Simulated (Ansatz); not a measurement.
ZrFCl3 (ZrCl3F), relaxed as a singlet with RKS PBE0-D4/def2-SVP in Ansatz, starting from the GFN2-xTB geometry. Force threshold 0.02 eV/Å.

In the def2 sets Zr takes a core potential; there is no spin–orbit coupling.

Start:

```xyz
5

Zr    0.049    0.110    0.082
F     0.663    1.490    1.121
Cl    0.611   -1.902    0.916
Cl    0.868    0.184   -2.010
Cl   -2.192    0.118   -0.109
```

```csv
step,energy (eV),largest force component (eV/Å),SCF passes
1,-41545.0454,1.967,25
2,-41545.2733,0.486,30
3,-41545.2990,0.006,31
4 (rejected),-41545.2977,0.097,31
5,-41545.2990,0.006,31
```

Force components are those of the run's own axes.

End:

```xyz
5

Zr    0.028    0.063    0.048
F     0.659    1.479    1.113
Cl    0.667   -1.960    1.005
Cl    0.939    0.244   -2.087
Cl   -2.293    0.173   -0.078
```

By distances, no bond broke or formed. The bond that changes most is Zr1–Cl4, from 2.25 to 2.33 Å (atoms count from 1).

The force fell under the threshold at step 3, but the optimiser went on. No frequencies were taken in this run, so the end may be a saddle point.

Hardware: 4 threads of Arm Neoverse V2 on a shared host. Wall time 8 s.
